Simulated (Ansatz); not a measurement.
The cluster Zn₂S⁺ (the lowest doublet isomer of a short search) was relaxed with r2SCAN-D4 (def2-TZVP) in Ansatz in these states: charge +1 doublet, charge +1 quartet. The geometries follow in no particular order.

A:

```xyz
3

Zn    0.320   -1.802    0.811
Zn    0.345    1.424   -1.364
S    -0.665    0.378    0.553
```

B:

```
atom   x (Å)   y (Å)   z (Å)
 Zn1  -1.442  -1.067  -0.479
 Zn2   1.609   0.882  -0.284
  S3  -0.167   0.185   0.763
```

Question: Judge from the bond lengths which geometry belongs to which state (an estimate).

Answer: A is the charge +1 quartet (Zn2–S3 2.406 Å, Zn1–S3 2.406 Å); B is the charge +1 doublet (Zn2–S3 2.176 Å, Zn1–S3 2.176 Å).

At PBE0-D4/def2-TZVP a doublet lies 1.07 eV below the charge +1 quartet. These are the stationary points nearest to one start from a short search; other shapes may lie lower in each state.
